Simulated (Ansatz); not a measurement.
Reaction (formal exchange of groups at the Si–O bond): `C[Si](C)(C)O` + `C[Si](F)(F)CO` → `C[Si](C)(C)C[Si](C)(F)F` + `OO`

Computed with Ansatz on PBE0-D4/def2-TZVP structures; ΔE is electronic, products minus reactants. CCSD(T)/CBS adds triple-zeta CCSD(T) − MP2 to the extrapolated MP2 energy (def2 sets, frozen cores). This one scheme is used for every species. Functionals use def2-TZVPP. One conformer a species, not always the lowest.

CCSD(T)/CBS gives +74.8 kcal/mol.

Task: Another level gave +76.4 kcal/mol. Which?
A. LDA (SPW92)/def2-TZVPP
B. revPBE/def2-TZVPP
C. B2PLYP/def2-TZVPP
D. LC-ωPBE/def2-TZVPP

Result: C. B2PLYP 76.4, LC-ωPBE 74.6, LDA (SPW92) 72.5, revPBE 70.2 kcal/mol.

Largest T1 diagnostic among the species: 0.011.

At CCSD(T), def2-SVP lies −5.3 kcal/mol from the extrapolated value and def2-TZVPP −1.2 kcal/mol. In def2-TZVPP, CCSD(T) changes the Hartree–Fock value by −10.7 kcal/mol (the triples alone add −1.9 kcal/mol) and MP2 by −7.7 kcal/mol. From PBE to PBE0 (25 % exact exchange), in def2-TZVPP and without D4, ΔE moves by +3.1 kcal/mol.
